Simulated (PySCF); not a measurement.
Working out the ionisation energy of S⁺

S⁺ [Ne] 3s2 3p3 (4S) → S²⁺ [Ne] 3s2 3p2 (3P). Calculation: PySCF 2.14, in aug-cc-pVDZ-DK; scalar relativity by spin-free X2C-1e. Frozen: [Ne]. Energies in hartree (1 hartree = 27.21139 eV):

| part | S⁺ (lower) | S²⁺ (upper) |
| --- | --- | --- |
| UHF | -398.240256 | -397.405290 |
| CCSD correlation | -0.088293 | -0.074452 |
| (T) | -0.001174 | -0.000889 |

What does Hartree-Fock give?

(-397.405290) − (-398.240256) = 0.834966 hartree = 22.721 eV.

What do CCSD and CCSD(T) give?

The CCSD correlation energies differ by 0.013841 hartree = 0.377 eV and the triples by 0.000285 hartree = 0.008 eV, so CCSD gives 23.098 eV and CCSD(T) 23.106 eV.

A first-order spin-orbit estimate adds -0.062 eV to CCSD(T) (valence), giving 23.044 eV against 23.338 eV (measured; NIST Atomic Spectra Database, ionization energies).

A double-zeta basis recovers only part of the correlation energy.

What remains against the reference includes basis incompleteness, the frozen core and higher excitations.
